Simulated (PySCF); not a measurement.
**Run times: niobium in x2c-TZVPall**

Measured wall times of calculations with PySCF 2.14 in x2c-TZVPall (8s6p6d1f, 63 functions), with scalar relativity by spin-free X2C-1e, run from one Python driver. Hardware: 1 thread of Neoverse-V1 on a shared host, 1.3 GiB allowed. The two-electron integrals over 63 functions were computed once and kept in memory (1.3 CPU seconds with the set-up); the times below exclude them. Kohn-Sham runs start from converged Hartree-Fock orbitals.

Launch command (the driver calls PySCF for each step listed in the task file):

```bash
OMP_NUM_THREADS=1 python atomrun2.py TASK.json OUT
```

| species | step | iterations | wall time (s) |
| --- | --- | --- | --- |
| Nb [Kr] 4d4 5s1 | UHF | 7 | 0.49 |
| Nb [Kr] 4d4 5s1 | BP86 | 7 | 1.7 |
| Nb [Kr] 4d4 5s1 | B3LYP | 7 | 1.9 |
| Nb [Kr] 4d4 5s1 | MP2 (5 electrons) |  | 0.04 |
| Nb⁺ [Kr] 4d4 | UHF | 10 | 0.48 |
| Nb⁺ [Kr] 4d4 | B3LYP | 16 | 3.9 |
| Nb⁺ [Kr] 4d4 | MP2 (4 electrons) |  | 0.03 |

Task: Roughly how long does BP86 take for Nb⁺ [Kr] 4d4 here?

Result: About 5.1 s.

Peak memory of the process: 0.26 GiB. Times on a shared host vary from run to run.
